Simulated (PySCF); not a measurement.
A GIAO shielding run with PySCF 2.14 (density fitting, non-relativistic, gas phase) on `F[C@@H]1C[SiH2][C@H](F)C1`, C₄H₈F₂Si:

```
$ OMP_NUM_THREADS=1 python probes_run.py task.json out

{"job": {"kind": "nmr", "xc": "PBE0", "basis": "pcSseg-1"}, "charge": 0, "multiplicity": 1}
F     -1.505025    -2.039558     0.276944
C     -0.713529    -0.932591     0.519075
C     -1.386618     0.331511    -0.007909
Si     0.032031     1.588324    -0.204339
C      1.386186     0.221038    -0.034873
F      2.359434     0.312118    -1.018811
C      0.638878    -1.103161    -0.164630
H     -0.591469    -0.890776     1.609065
H     -1.836320     0.095647    -0.973558
H     -2.194316     0.643780     0.650294
H      0.089929     2.218355    -1.518788
H      0.115879     2.546150     0.898693
H      1.934702     0.267064     0.912374
H      1.194491    -1.941007     0.258779
H      0.471332    -1.308905    -1.224229
```

Hardware: 1 thread of an Arm Neoverse N1, shared host. The job also computes population analyses, field gradients, ring-centre shieldings.

(1) How large is the calculation?

(2) How long does it take, and how much memory does it need?

Answers

(1) 64 electrons, 166 basis functions and 883 auxiliary functions.

(2) 48 s of wall time, with 12 SCF cycles and 4 response iterations; peak memory 0.75 GiB. Times on a shared host scatter by some tens of per cent.
